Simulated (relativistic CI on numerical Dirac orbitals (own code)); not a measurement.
# Hyperfine structure of B II, mass number 11

Computed by Dirac-Coulomb-Breit CI, KLI orbitals optimised for each configuration, QED by a radiative potential, valence Slater integrals scaled by 0.85, P86 correlation energy added to each configuration (own radial code, finite nucleus).

Configurations in the expansion (outside the closed core 1s2): 2s², 2s2p, 2p², 2s3s, 2s3p, 2s3d, 2p3s, 2p3p, 2s4s, 2s4p, 2s4d, 2s4f, 3s², 3s3p, 3p². Levels of other configurations are missing.

Nuclear spin I = 3/2, μ = 2.68838 μN, Q = 0.0406 b (tables of Stone and Pyykkö). The electronic factors are computed for point nuclear moments, without core polarisation; leaving it out makes A of s and p electrons in near-neutral atoms 20 to 40 % too small, and it can dominate for d and f shells.

```csv
Level,E (eV),A (MHz),B (MHz)
2s2p ³P°1,4.6380,901.4,-2.31
2s2p ³P°2,4.6398,776.2,4.62
2s2p ¹P°1,9.3941,181.4,4.06
2p² ³P1,12.3674,-0.2575,2.23
2p² ³P2,12.3687,120.3,-4.47
2p² ¹D2,13.2106,182.7,8.15
2s3s ³S1,16.0475,1825,-3.89e-07
2s3p ³P°1,17.8603,836.9,-0.393
```

Levels with J = 0, under 50 % of one LS term, or S terms without an open s electron are left out. Small factors come from cancelling terms and can be off by tens of per cent or more.

Correlation outside the listed configurations is missing or only estimated: errors of thousands of cm⁻¹ between configurations and terms are usual at this charge. Rates and lifetimes follow the computed energies and can be off by large factors. The fine structure of a lone outer electron comes out too small, for d and f at times inverted, and misplaced configurations move strength between like terms. 18 of the 18 excited levels that our extract of the measured tables holds in this range could be paired (the sources list more); they are missed by 832 cm⁻¹ on average and 4188 at most, and levels without a partner can miss by more.

Give the hyperfine levels of 2s2p ³P°1 relative to its centre of gravity.

With K = F(F + 1) − I(I + 1) − J(J + 1), E = AK/2 + B[¾K(K + 1) − I(I + 1)J(J + 1)]/[2I(2I − 1)J(2J − 1)]: F = 1/2: -2256, F = 3/2: -899.1, F = 5/2: 1351 MHz.

LS names give the leading component of a level, which can be under half, so a name can repeat, a term be missing and a line seem to break the LS rules.
